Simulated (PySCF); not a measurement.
## State search for In₂⁺

Unrestricted PBE0; PySCF, scalar-relativistic core potentials, basis sets In def2-SVP with ECP28. Outer shells of the fragments: In+ 4d10 5s2; In 4d10 5s2 5p1.

Followed along the bond (rough minima from three points):

```tsv
2Ms+1	unpaired	⟨S²⟩ at the start	R at minimum (Å)	Te (eV)
2	σ ↑	0.76	3.57	0.00
2	π ↑	0.75	3.18	0.63
4	σ ↑↑, π ↑	3.75	2.79	3.81
```

Solutions found at the starting distance of 2.880 Å, counted from the lowest of them; the search is not exhaustive and high or unbound solutions are not listed, so other states can lie among these:

```tsv
2Ms+1	unpaired	term	E (eV)	⟨S²⟩	⟨Lz²⟩
2	σ ↑	²Σ⁺	0.00	0.76	0.00
2	π ↑	²Π	0.24	0.75	1.00
4	σ ↑↑, π ↑	⁴Π	3.35	3.75	1.00
4	σ ↑, π ↑↑	⁴Σ⁻	3.87	3.76	0.00
2	σ ↑↑, π ↓	mixed	3.91	1.75	1.00
4	σ ↑, π ↑↑	mixed	5.38	3.77	2.01
```

A term symbol is given only where ⟨S²⟩ and ⟨Lz²⟩ are close to those of a pure state; real π, δ and φ orbitals otherwise mix terms, and g/u labels are left off.

Compare the gap between the two lowest followed solutions at the starting distance with the gap between their minima.

At PBE0 the second solution (doublet, unpaired electrons π ↑) lies +0.24 eV from the first (doublet, unpaired electrons σ ↑) at 2.880 Å and +0.63 eV at the minima; the two curves relax by different amounts, since their minima lie near 3.18 and 3.57 Å.

Spin–orbit coupling is left out. Counting both spins, an empty level lies below a filled one in some of these solutions, because spin and occupation are held.
